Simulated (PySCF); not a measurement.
# How methods differ on the excitation energy of Ge²⁺

Ge²⁺ [Ar] 3d10 4s2 (1S) → Ge²⁺ [Ar] 3d10 4s1 4p1 (3P), as a difference of total energies. Computed with PySCF 2.14 in aug-cc-pVTZ-PP with ECP10MDF (6s5p4d2f, 55 functions), with scalar relativity through the core potential. Correlated levels: valence: 3s2 3p6 3d10 frozen. The calculations carry no spin-orbit coupling.

```json
{"method": "UHF", "excitation energy (cm⁻¹)": "51785"}
{"method": "MP2 (valence)", "excitation energy (cm⁻¹)": "57580"}
{"method": "SCS-MP2 (valence)", "excitation energy (cm⁻¹)": "59220"}
{"method": "CCSD (valence)", "excitation energy (cm⁻¹)": "59672"}
```

With two correlated electrons CCSD is exact in that space.
